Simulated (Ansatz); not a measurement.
Stepwise reaction of `[NH2][Ti]([OH])([OH])[OH]` with hydrogen fluoride, as a gas-phase model of exchange steps in deposition or etching. ΔE in kJ/mol; ΔG adds harmonic PBE0-D4 terms to CCSD(T)/CBS, at 1 bar.

Gas-phase electronic energies from Ansatz, PBE0-D4/def2-TZVP geometries. CCSD(T)/CBS is the MP2 limit (def2-TZVPP, def2-QZVPP) plus CCSD(T) − MP2 in def2-TZVPP, frozen cores. This one scheme is used for every species. DFT in def2-TZVPP. B3LYP here is the variant with VWN-RPA as its local correlation; programs differ in this. For Ti outer-core shells are correlated without core-valence functions, which leaves a few kJ/mol of doubt a bond. Scalar relativity is left out up to krypton. One conformer a species, not always the lowest.

```json
{"step": "2", "reaction": "`[NH2][Ti]([OH])([OH])[F]` + H–F → `[NH2][Ti]([OH])([F])[F]` + H₂O", "PBE-D4": "-53.3", "B3LYP-D4": "-51.6", "ωB97M-V": "-52.8", "CCSD(T)/CBS": "-45.1", "ΔG(400 K)": "-44.9"}
{"step": "3", "reaction": "`[NH2][Ti]([OH])([F])[F]` + H–F → `[NH2][Ti]([F])([F])[F]` + H₂O", "PBE-D4": "-47.8", "B3LYP-D4": "-44.9", "ωB97M-V": "-46.3", "CCSD(T)/CBS": "-38.4", "ΔG(400 K)": "-38.7"}
```

Task: Give the row of step 1, `[NH2][Ti]([OH])([OH])[OH]` + H–F → `[NH2][Ti]([OH])([OH])[F]` + H₂O. (Estimate.)

Result: Ansatz gave: 
```
step                                                              reaction  PBE-D4  B3LYP-D4  ωB97M-V  CCSD(T)/CBS  ΔG(400 K)
   1  `[NH2][Ti]([OH])([OH])[OH]` + H–F → `[NH2][Ti]([OH])([OH])[F]` + H₂O   -53.1     -52.9    -54.0        -46.1      -47.8
```

Task: By hand: ΔE of the 3 steps together at CCSD(T)/CBS.

Result: (-46.1) + (-45.1) + (-38.4) = -129.6 kJ/mol, or -43.2 kJ/mol a step.

In ΔE step 1 is the lowest and step 3 the highest. All are downhill at CCSD(T)/CBS. ΔG lies between -47.8 and -38.7 kJ/mol a step. PBE-D4 differs from CCSD(T)/CBS by -9.4 to -7.0 kJ/mol a step. Isolated molecules leave out the surface, adducts and barriers. Largest T1 diagnostic: 0.024.
